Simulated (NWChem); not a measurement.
System: BeH2SeS; SMILES [SH][Be][SeH]

Input file for NWChem:

```
start job
memory heap 200 mb stack 900 mb global 1100 mb
geometry units angstroms noautosym nocenter noautoz
  Be     0.022059    -0.663009     0.037511
  S     -0.050957    -2.565025     0.116953
  H      0.004614    -2.691683    -1.230234
  Se     0.134319     1.363746    -0.023908
  H     -1.334541     1.458739    -0.089184
end
basis spherical
  * library pcsseg-1
end
dft
  xc xpbe96 cpbe96
  iterations 150
end
property
  shielding
end
task dft property
```

Output (shortened):

```
             Northwest Computational Chemistry Package (NWChem) 7.3.0
             --------------------------------------------------------

                             Geometry "geometry" -> ""
                             -------------------------

 Output coordinates in angstroms (scale by  1.889725989 to convert to a.u.)

  No.       Tag          Charge          X              Y              Z
 ---- ---------------- ---------- -------------- -------------- --------------
    1 Be                   4.0000     0.02205900    -0.66300900     0.03751100
    2 S                   16.0000    -0.05095700    -2.56502500     0.11695300
    3 H                    1.0000     0.00461400    -2.69168300    -1.23023400
    4 Se                  34.0000     0.13431900     1.36374600    -0.02390800
    5 H                    1.0000    -1.33454100     1.45873900    -0.08918400

 Effective nuclear repulsion energy (a.u.)     152.9182943249

  pbe96 is a nonlocal functional; adding pw91lda local functional.
                              NWChem Property Module
                              ----------------------

  itol2e modified to match energy
  convergence criterion.

                                 NWChem DFT Module
                                 -----------------

 Summary of "ao basis" -> "ao basis" (spherical)
 ------------------------------------------------------------------------------
       Tag                 Description            Shells   Functions and Types
 ---------------- ------------------------------  ------  ---------------------
 Be                         pcsseg-1                 6       12   3s3p
 S                          pcsseg-1                10       24   4s5p1d
 H                          pcsseg-1                 3        5   2s1p
 Se                         pcsseg-1                15       41   5s7p3d

  itol2e modified to match energy
  convergence criterion.

            General Information
            -------------------
          SCF calculation type: DFT
          Wavefunction type:  closed shell.
          No. of atoms     :     5
          No. of electrons :    56
           Alpha electrons :    28
            Beta electrons :    28
          Charge           :     0
          Spin multiplicity:     1
          Use of symmetry is: off; symmetry adaption is: off
          Maximum number of iterations: 150
          AO basis - number of functions:    87
                     number of shells:    37
          Convergence on energy requested:  1.00D-07
          Convergence on density requested:  1.00D-05
          Convergence on gradient requested:  5.00D-04

              XC Information
              --------------
          PerdewBurkeErnzerhof Exchange Functional  1.000
            Perdew 1991 LDA Correlation Functional  1.000 local
           PerdewBurkeErnz. Correlation Functional  1.000 non-local

             Grid Information
             ----------------
          Grid used for XC integration:  fine
          Radial quadrature: Mura-Knowles
          Angular quadrature: Lebedev.
          Tag              B.-S. Rad. Rad. Pts. Rad. Cut. Ang. Pts.
          ---              ---------- --------- --------- ---------
          Be                  1.05       70          10.0       590
          S                   1.00      123          12.0       770
          H                   0.35       60          12.0       590
          Se                  1.15      140          12.0       974
          Grid pruning is: on
          Number of quadrature shells:   453
          Spatial weights used:  Erf1

      Superposition of Atomic Density Guess
      -------------------------------------

 Sum of atomic energies:       -2812.53865632

      Non-variational initial energy
      ------------------------------

 Total energy =   -2813.303645
 1-e energy   =   -4217.343805
 2-e energy   =    1251.121866
 HOMO         =      -0.312308
 LUMO         =       0.018622

   convergence    iter        energy       DeltaE   RMS-Dens  Diis-err
 ---------------- ----- ----------------- --------- --------- ---------
 d= 0,ls=0.0,diis     1  -2814.8729855566 -2.97D+03  1.14D-02  2.63D+00
 d= 0,ls=0.0,diis     2  -2814.8721596868  8.26D-04  1.18D-02  4.73D-01
 d= 0,ls=0.0,diis     3  -2814.8559933079  1.62D-02  6.70D-03  5.61D-01
 d= 0,ls=0.0,diis     4  -2814.9387860769 -8.28D-02  8.31D-04  2.74D-03
 d= 0,ls=0.0,diis     5  -2814.9391261483 -3.40D-04  3.25D-04  7.06D-04
  Resetting Diis
 d= 0,ls=0.0,diis     6  -2814.9392461436 -1.20D-04  7.48D-05  5.45D-05
 d= 0,ls=0.0,diis     7  -2814.9392519826 -5.84D-06  4.22D-05  2.65D-06
 d= 0,ls=0.0,diis     8  -2814.9392513865  5.96D-07  2.61D-05  6.63D-06
 d= 0,ls=0.0,diis     9  -2814.9392524346 -1.05D-06  1.96D-06  5.91D-08
 d= 0,ls=0.0,diis    10  -2814.9392524404 -5.84D-09  5.18D-07  2.36D-09

         Total DFT energy =    -2814.939252440438
      One electron energy =    -4219.513361083942
           Coulomb energy =     1367.554754061768
    Exchange-Corr. energy =     -115.898939743159
 Nuclear repulsion energy =      152.918294324895

 Numeric. integr. density =       55.999999737049

                       DFT Final Molecular Orbital Analysis
                       ------------------------------------

 Vector   26  Occ=2.000000D+00  E=-2.853630D-01
              MO Center=  5.7D-02, -5.3D-02,  4.0D-02, r^2= 5.1D+00
   Bfn.  Coefficient  Atom+Function         Bfn.  Coefficient  Atom+Function
  ----- ------------  ---------------      ----- ------------  ---------------
    66      0.395114  4 Se py                63      0.358979  4 Se py
    27      0.292613  2 S  py                30      0.249681  2 S  py
     8     -0.219791  1 Be py                45      0.154182  4 Se s
    57     -0.136600  4 Se py                44     -0.125522  4 Se s
    65      0.106612  4 Se px                60     -0.099248  4 Se py

 Vector   27  Occ=2.000000D+00  E=-2.454791D-01
              MO Center= -3.9D-02, -2.3D+00,  8.9D-02, r^2= 1.9D+00
   Bfn.  Coefficient  Atom+Function         Bfn.  Coefficient  Atom+Function
  ----- ------------  ---------------      ----- ------------  ---------------
    26      0.515840  2 S  px                29      0.486757  2 S  px
    20     -0.134185  2 S  px                17     -0.125304  2 S  px
    10      0.115387  1 Be px                 7      0.114624  1 Be px
    65     -0.049315  4 Se px                83      0.047593  5 H  s
    84      0.042565  5 H  s                 46     -0.037600  4 Se s

 Vector   28  Occ=2.000000D+00  E=-2.323726D-01
              MO Center=  9.4D-02,  1.1D+00, -1.5D-02, r^2= 2.2D+00
   Bfn.  Coefficient  Atom+Function         Bfn.  Coefficient  Atom+Function
  ----- ------------  ---------------      ----- ------------  ---------------
    67      0.572495  4 Se pz                64      0.470860  4 Se pz
    58     -0.178533  4 Se pz                61     -0.128955  4 Se pz
    12      0.120732  1 Be pz                 9      0.108570  1 Be pz
    52      0.054462  4 Se pz                37      0.044303  3 H  s
    31     -0.043646  2 S  pz                38      0.042723  3 H  s

 Vector   29  Occ=0.000000D+00  E=-5.629017D-02
              MO Center=  5.6D-03, -1.5D-01,  1.6D-02, r^2= 4.4D+00
   Bfn.  Coefficient  Atom+Function         Bfn.  Coefficient  Atom+Function
  ----- ------------  ---------------      ----- ------------  ---------------
    84      0.696566  5 H  s                 10      0.649915  1 Be px
    46     -0.436128  4 Se s                 29     -0.334859  2 S  px
     7      0.332778  1 Be px                65      0.316666  4 Se px
    83      0.285438  5 H  s                 26     -0.175086  2 S  px
    45     -0.155322  4 Se s                  3      0.149927  1 Be s

 Vector   30  Occ=0.000000D+00  E=-5.148983D-02
              MO Center=  9.1D-03, -8.3D-01,  8.0D-02, r^2= 4.3D+00
   Bfn.  Coefficient  Atom+Function         Bfn.  Coefficient  Atom+Function
  ----- ------------  ---------------      ----- ------------  ---------------
    12      0.703746  1 Be pz                38      0.650155  3 H  s
    67     -0.383656  4 Se pz                 9      0.363647  1 Be pz
    16     -0.363237  2 S  s                 37      0.257898  3 H  s
    31      0.200941  2 S  pz                64     -0.174841  4 Se pz
    11      0.162880  1 Be py                15     -0.134001  2 S  s

 Vector   31  Occ=0.000000D+00  E=-3.306592D-02
              MO Center= -4.6D-01, -6.3D-01, -4.7D-01, r^2= 5.5D+00
   Bfn.  Coefficient  Atom+Function         Bfn.  Coefficient  Atom+Function
  ----- ------------  ---------------      ----- ------------  ---------------
     3      1.144343  1 Be s                 16     -0.574052  2 S  s
    46     -0.573183  4 Se s                 38      0.403286  3 H  s
    66      0.396547  4 Se py                84      0.339820  5 H  s
    65      0.323763  4 Se px                31      0.314671  2 S  pz
    30     -0.283541  2 S  py                10     -0.244531  1 Be px

     Multipole analysis of the density
     ---------------------------------

     L   x y z        total         alpha         beta         nuclear
     -   - - -        -----         -----         ----         -------
     0   0 0 0     -0.000000    -28.000000    -28.000000     56.000000

     1   1 0 0     -0.229246     -2.486081     -2.486081      4.742916
     1   0 1 0      0.101655     -1.311650     -1.311650      2.724955
     1   0 0 1     -0.394661     -0.092453     -0.092453     -0.209756

     2   2 0 0    -27.794232    -18.250114    -18.250114      8.705996
     2   1 1 0     -1.236696    -11.870139    -11.870139     22.503583
     2   1 0 1      0.091489      0.202665      0.202665     -0.313840
     2   0 2 0    -32.105019   -336.795435   -336.795435    641.485851
     2   0 1 1      2.409973      6.251839      6.251839    -10.093705
     2   0 0 2    -28.144286    -17.224214    -17.224214      6.304143

          -----------------------------------------
          Chemical Shielding Tensors (GIAO, in ppm)
          -----------------------------------------

                                NWChem CPHF Module
                                ------------------

  scftype          =     RHF
  nclosed          =       28
  nopen            =        0
  variables        =     1652
  # of vectors     =        3
  tolerance        = 0.10D-03
  level shift      = 0.00D+00
  max iterations   =       50
  max subspace     =       30

 SCF residual:    1.7537404287536481E-005

Iterative solution of linear equations
  No. of variables     1652
  No. of equations        3
  Maximum subspace       30
        Iterations       50
       Convergence  1.0D-04

   iter   nsub   residual    time
   ----  ------  --------  ---------
     1      3    1.31D-05      27.1

      Atom:    1  Be
        Diamagnetic
    133.7477      1.6067     -0.0496
      1.6067    168.7095     -1.0979
     -0.0496     -1.0979    133.6633

        Paramagnetic
    -96.0896     -0.8317      0.1502
     -0.8317    -16.9708      1.7740
      0.1502      1.7740    -94.2854

        Total Shielding Tensor
     37.6581      0.7750      0.1006
      0.7750    151.7387      0.6762
      0.1006      0.6762     39.3779

           isotropic =      76.2583
          anisotropy =     113.2347

          Principal Components and Axis System
                 1           2           3
              151.7480     39.3792     37.6475

      1         0.0068      0.0555      0.9984
      2         1.0000     -0.0064     -0.0065
      3         0.0060      0.9984     -0.0555

      Atom:    2  S
        Diamagnetic
   1054.8937      0.2559     -0.1436
      0.2559   1059.9458      0.5192
     -0.1436      0.5192   1058.4953

        Paramagnetic
   -350.2873     -0.8049      8.5768
     -0.8049   -279.2142     59.7675
      8.5768     59.7675   -496.3283

        Total Shielding Tensor
    704.6064     -0.5490      8.4332
     -0.5490    780.7316     60.2867
      8.4332     60.2867    562.1670

           isotropic =     682.5017
          anisotropy =     170.6744

          Principal Components and Axis System
                 1           2           3
              796.2846    705.0147    546.2057

      1         0.0172      0.9985     -0.0524
      2         0.9681     -0.0297     -0.2487
      3         0.2499      0.0464      0.9672

      Atom:    3  H
        Diamagnetic
     19.8407      0.0848     -0.8306
      0.0848     25.1350      4.2780
     -0.8306      4.2780     42.1207

        Paramagnetic
      3.9447     -0.1609      0.2841
     -0.1609      3.2136     -0.6838
      0.2841     -0.6838     -3.7106

        Total Shielding Tensor
     23.7854     -0.0761     -0.5465
     -0.0761     28.3487      3.5943
     -0.5465      3.5943     38.4102

           isotropic =      30.1814
          anisotropy =      14.0993

          Principal Components and Axis System
                 1           2           3
               39.5810     27.1992     23.7641

      1        -0.0344      0.0274      0.9990
      2         0.3048      0.9523     -0.0157
      3         0.9518     -0.3040      0.0411

      Atom:    4  Se
        Diamagnetic
   3003.7999     -0.5885      0.2824
     -0.5885   3002.8971     -0.4076
      0.2824     -0.4076   2997.4875

        Paramagnetic
   -997.8698   -149.1794     -2.9411
   -149.1794   -757.4837     -6.9531
     -2.9411     -6.9531   -834.9494

        Total Shielding Tensor
   2005.9301   -149.7678     -2.6587
   -149.7678   2245.4134     -7.3607
     -2.6587     -7.3607   2162.5381

           isotropic =    2137.9605
          anisotropy =     269.4842

          Principal Components and Axis System
                 1           2           3
             2317.6167   2162.4807   1933.7843

      1        -0.4326     -0.0373      0.9008
      2         0.9009      0.0213      0.4335
      3        -0.0353      0.9991      0.0244

      Atom:    5  H
        Diamagnetic
     47.3038     -3.3620      1.3466
     -3.3620     21.7622     -0.3113
      1.3466     -0.3113     18.3061

        Paramagnetic
     -3.5222      0.4340     -0.3574
      0.4340      4.2724      0.1383
     -0.3574      0.1383      3.8148

        Total Shielding Tensor
     43.7816     -2.9279      0.9893
     -2.9279     26.0346     -0.1731
      0.9893     -0.1731     22.1208

           isotropic =      30.6457
          anisotropy =      20.4780

          Principal Components and Axis System
                 1           2           3
               44.2976     25.5640     22.0753

      1         0.9863      0.1589     -0.0440
      2        -0.1586      0.9873      0.0111
      3         0.0452     -0.0040      0.9990
```

Level: PBE/pcSseg-1, GIAO. Structure relaxed at the PBE0/def2-SVP level. The printed shielding anisotropy is the first printed principal value minus the mean of the other two.
